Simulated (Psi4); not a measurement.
HO4Re, charge -1, doublet (typed; the unrestricted solution is spin-contaminated), geometry from GFN2-xTB (such geometries of metal compounds can be far from the true shape) (the multiplicity is a formal guess) (core potentials on Re) (a gas-phase anion, which may not be bound at this level), with bond 3-1 at 2.0 times its length. Base run: SVWN/def2-SVP (Psi4 1.11).

Geometry (Å):
```xyz
6

Re     0.0358    -0.0288    -0.1031
O      1.1226     0.9670    -0.9131
O      1.2387    -0.8493     3.1624
O     -0.6189    -1.3800    -0.8613
O     -1.3337     1.0111     0.9726
H     -1.1425     0.8900     1.9125
```
Charge -1, spin multiplicity 2.
Orbitals are unrestricted.
All else is at Psi4's defaults (density fitting).
Base energy -378.26082 Eh.

Variants of this job, named by their change:

```csv
change,ΔE vs base (mEh),SCF cycles,grid points,basis functions
base,0.000,34,131479,93
puream = true,0.000,34,131479,93
dft_radial_points = 150,0.000,34,261611,93
dft_radial_scheme = mura,0.000,34,132302,93
scf_type = dfdirj+link,0.000,34,131479,93
e_convergence = 1e-10,0.000,37,131479,93
scf_type = disk_df,0.000,34,131479,93
e_convergence = 1e-8,0.000,34,131479,93
basis_guess = true,0.000,11,131479,93
guess = core,0.000,51,131479,93
d_convergence = 1e-4,0.005,22,131479,93
dft_spherical_points = 194,-0.118,28,84500,93
dft_radial_points = 99,0.000,34,173276,93
```

Open shells are given as the SCF converged; they aren't shown to be the lowest states, and a large step between rows can be another state.

A gas-phase anion may not be bound at this level; its values then depend on the basis.
